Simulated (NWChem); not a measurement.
Molecule: CdH$_{2}$S; SMILES [SH][CdH]

Computed with NWChem. Geometry: optimised at PBE-D3(BJ)/def2-SVP. def2 effective core potentials on Cd; no spin-orbit coupling. Ions are spin-unrestricted doublets at the neutral geometry. Hybrids' shares of exact exchange are those that their runs print; pure functionals count as 0. The functionals differ in more than this share.

```
row                  share of exact exchange  ΔSCF ionisation energy minus −ε(HOMO) (eV)
-------------------  -----------------------  ------------------------------------------
PBE/def2-TZVP                           0.00                                        3.48
B3LYP/def2-TZVP                         0.20                                        2.58
PBE0/def2-TZVP                          0.25                                        2.28
BHandHLYP/def2-TZVP                     0.50                                    withheld
```

Fit a straight line of the last column on the one before it, predict the withheld value, and compare with the run.


1. Means of the 3 shown rows: x = 0.150, y = 2.780. Slope Σ(x − x̄)(y − ȳ)/Σ(x − x̄)² = -0.1650/0.03500 = -4.714; intercept 3.487.
2. The shown rows scatter about the line by 0.027 (root mean square); the largest residual is +0.04, at B3LYP/def2-TZVP.
3. At x = 0.50 (BHandHLYP/def2-TZVP; beyond the shown range) the line gives 1.13.
4. The run gives 1.11, -0.02 from the line, 0.7 times the scatter. The line crosses zero at a share of 0.74, outside the shown range.
